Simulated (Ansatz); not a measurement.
`O[Si](Br)(Br)Br` + H₂ → `Br[SiH](Br)Br` + H₂O at 600 K and 1 bar (hydrogenolysis of the Si–O bond).

Gas-phase electronic energies from Ansatz, PBE0-D4/def2-TZVP geometries. CCSD(T)/CBS adds triple-zeta CCSD(T) − MP2 to the extrapolated MP2 energy (def2 sets, frozen cores). This one scheme is used for every species. For Br outer-core shells are correlated without core-valence functions, which leaves a few kJ/mol of doubt a bond. Scalar relativity is left out up to krypton. One conformer a species, not always the lowest.

```tsv
species	CCSD(T)/CBS energy (Eh)	H − E (kJ/mol)	S (J/(mol·K))
`O[Si](Br)(Br)Br`	-8085.01229	103.5	464.9
H₂	-1.17544	43.9	150.8
`Br[SiH](Br)Br`	-8009.77760	77.9	411.7
H₂O	-76.37941	76.8	212.8
```

H − E and S are ideal-gas, rigid-rotor, harmonic terms from PBE0-D4/def2-TZVP, for one conformer and one mirror image of each species. The MP2-based limit puts H₂ 0.8 mEh under its directly extrapolated value; such offsets cancel only in part. 1 Eh = 2625.50 kJ/mol, R = 8.31446 J/(mol·K).

Question: By hand: ΔE, ΔH, ΔS and ΔG.

Answer: ΔE = (-8009.77760) + (-76.37941) − (-8085.01229) − (-1.17544) = 0.03072 Eh = 80.7 kJ/mol. Δ(H − E) = 77.9 + 76.8 − 103.5 − 43.9 = 7.3, so ΔH = 88.0 kJ/mol. ΔS = 411.7 + 212.8 − 464.9 − 150.8 = 8.8 J/(mol·K). ΔG = 88.0 − 600 × (8.8)/1000 = 82.7 kJ/mol.

Question: By hand: the equilibrium constant, and the temperature at which ΔG would vanish if ΔH and ΔS stayed fixed.

Answer: log₁₀ K = −ΔG/(RT ln 10) = -7.2. ΔG = 0 at ΔH/ΔS = 10000 K, far beyond where these terms or the molecules hold.

The number of gas molecules stays the same, so ΔS is small and ΔH decides. A doubt of 5 kJ/mol in ΔE shifts log₁₀ K by 0.4 here. Other conformers and mirror images would add mixing entropy, several J/(mol·K) or more a flexible species. These are equilibria of isolated gas molecules and say nothing of rates. Largest T1 diagnostic: 0.008 (customary marks: 0.02 for closed shells, 0.045 for open ones).
